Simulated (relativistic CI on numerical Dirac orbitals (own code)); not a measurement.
A reference radial Dirac CI calculation of Ir IV gave the lowest total energy -17811.68436 Ha in 12 SCF steps, from this input:

```
atom Ir  Z=77  charge=3  electrons=74
nucleus A=193  rms_radius_fm=5.4032
hamiltonian dirac-coulomb  breit=on  qed=on  c_scale=1
orbitals kli  potential=per-configuration
slater_scale 1
correlation none
mixing on
grid step=0.0125 r_max=50.3
scf mixing=0.4 start=green max_iterations=150 tolerance=2e-08 node_fill=0.05
configurations
  [Xe] 4f14 5d6
end
```

One setting was then changed, and the output read:

```
SCF 1: [Xe] 4f14 5d6
 iter      energy (Ha)   residual   last orbital (Ha)
    1    -17785.357505   3.93e+00     -4.11104
    2    -17840.873347   1.01e+00     -2.14050
    3    -17844.353160   2.45e-01     -1.58853
    4    -17844.708976   2.04e-01     -1.61503
    5    -17844.784613   3.81e-02     -1.53386
    6    -17844.792239   3.93e-03     -1.55753
    7    -17844.793778   7.56e-03     -1.55549
    8    -17844.792686   1.61e-03     -1.55182
    9    -17844.792909   1.57e-04     -1.55220
   10    -17844.792930   2.12e-06     -1.55225
   11    -17844.792930   1.67e-07     -1.55226
   12    -17844.792930   1.25e-08     -1.55226
orbital energies (Ha): 4d5/2 -11.8872  4f5/2 -3.7727  4f7/2 -3.6586  5s -4.9549  5p1/2 -3.7334  5p3/2 -3.2349  5d3/2 -1.6047  5d5/2 -1.5523
configuration averages (Ha): Dirac-Coulomb, Breit, QED
  5d6                         -17844.792930   19.768166   13.492815
levels: no., configuration, term, J, E (cm-1), weight
   1 5d6                    5D   4                0.0  0.88
   2 5d6                    5D   3             5212.8  0.95
   3 5d6                    5D   2             5835.5  0.77
   4 5d6                    5D   1             8190.6  0.87
   5 5d6                    5D   0             8678.6  0.85
   6 5d6                    3H   4            17248.3  0.30
   7 5d6                    3H   6            20485.2  0.87
   8 5d6                    3H   5            20639.1  0.58
   9 5d6                    3P   2            21146.4  0.63
  10 5d6                    3F   3            24344.6  0.58
  11 5d6                    3F   2            25472.0  0.82
  12 5d6                    3H   4            27168.5  0.55
  13 5d6                    1S   0            29781.2  0.54
  14 5d6                    3G   5            30371.0  0.58
lowest total energy -17811.683856 Ha
end: converged
```

Q: Which setting was changed?
A. grid step
B. charge
C. speed of light
D. configuration list

A: A. The grid step 0.03.
